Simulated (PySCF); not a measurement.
Input file for PySCF: R-MP2/6-31G* on H2O (SMILES O) with ghost functions, monomers drawn apart or pushed together.

```python
from pyscf import gto, scf, dft, mp
from pyscf.data.elements import chemcore

mol = gto.M(
    atom='''
    O    -0.21921492    0.30778628    0.17249084
    H     0.30394542    0.10224478    0.96662942
    H     0.12508768   -0.26414696   -0.51973432
    ghost-C   -1.29861768    0.39540749    3.79835184
    ghost-C   -0.26433032   -0.71108678    3.71686006
    ghost-O    0.91324046   -0.31396600    2.99712456
    ghost-H   -2.18966236    0.04321339    4.32284350
    ghost-H   -1.58814075    0.72216703    2.79929436
    ghost-H   -0.90920882    1.25619003    4.34922153
    ghost-H    0.01758270   -1.06163625    4.71531648
    ghost-H   -0.65664517   -1.56383659    3.16306097
    ghost-H    1.29259593    0.45984112    3.42910152
    ''',
    basis='6-31g*',
    cart=True,
    charge=0, spin=0, verbose=3, max_memory=1800)
mf = scf.RHF(mol)
mf.conv_tol = 1e-8
mf.max_cycle = 100
mf.kernel()
if not mf.converged:
    mf = mf.newton().run(mf.mo_coeff, mf.mo_occ)
pt = mp.MP2(mf, frozen=chemcore(mol)).run()
```

Problem. Predict the final total energy.

Solution. -76.1981 hartree.
